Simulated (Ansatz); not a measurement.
Consider the hydrogenolysis of the Si–F bond: `CC[SiH](F)I` + H₂ → `CC[SiH2]I` + H–F.

Isolated molecules relaxed with PBE0-D4/def2-TZVP in Ansatz; ΔE leaves out vibrations. CCSD(T)/CBS is the MP2 limit (def2-TZVPP, def2-QZVPP) plus CCSD(T) − MP2 in def2-TZVPP, frozen cores. This one scheme is used for every species. DFT in def2-TZVPP. def2 core potentials past Kr. For I outer-core shells are correlated without core-valence functions, which leaves a few kJ/mol of doubt a bond. Each species was taken in one conformer, which may not be the lowest.

```tsv
level	ΔE (kcal/mol)	difference from CCSD(T)/CBS
PBE-D4	27.7	-0.7
r2SCAN-D4	30.6	2.2
PBE0-D4	27.0	-1.4
ωB97X-V	29.0	0.6
PBE	27.0	-1.4
r2SCAN	30.4	2.0
HF/def2-QZVPP	28.0	-0.4
MP2/def2-QZVPP	29.5	1.1
SCS-MP2/def2-QZVPP	29.2	0.8
CCSD/CBS(def2)	28.0	-0.4
CCSD(T)/CBS	28.4	0
```

Largest T1 diagnostic among the species: 0.009.

The D4 term adds +1.2 kcal/mol with B3LYP and +0.7 kcal/mol with PBE0; it sums over pairs of atoms, weighted by their polarisabilities, and B3LYP, whose exchange is more repulsive, gets the larger term.

B3LYP here is the variant with VWN-RPA as its local correlation; programs differ in this.
